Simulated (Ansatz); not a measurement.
Program: Ansatz. Geometries: PBE0-D4/def2-TZVP. ΔE: electronic, gas phase. CCSD(T)/CBS is the MP2 limit (def2-TZVPP, def2-QZVPP) plus CCSD(T) − MP2 in def2-TZVPP, frozen cores. This one scheme is used for every species. Functionals use def2-TZVPP. For Ge outer-core shells are correlated without core-valence functions, which leaves a few kJ/mol of doubt a bond. Scalar relativity is left out up to krypton. Each species was taken in one conformer, which may not be the lowest.

Reaction (redistribution): `[F][Ge][F]` + `[SiH]O[SiH3]` → `[F][Ge][O][SiH3]` + `F[SiH]`

| species | r2SCANh energy (Eh) |
| --- | --- |
| `[F][Ge][F]` | -2276.74880 |
| `[SiH]O[SiH3]` | -656.58060 |
| `[F][Ge][O][SiH3]` | -2543.42598 |
| `F[SiH]` | -389.90332 |

(1) Work out ΔE.

Largest T1 diagnostic among the species: 0.015.

Results:

(1) ΔE = (-2543.42598) + (-389.90332) − (-2276.74880) − (-656.58060) = 0.00010 Eh = 0.00 eV. CCSD(T)/CBS gives -0.05 eV.

From BLYP to BHLYP (50 % exact exchange), in def2-TZVPP and without D4, ΔE moves by −0.03 eV. Leaving LDA and LC-ωPBE aside and taking each functional with its dispersion term where it has one, the values, not all of them listed here, spread over 0.06 eV, from BHLYP-D4 to revPBE-D4.
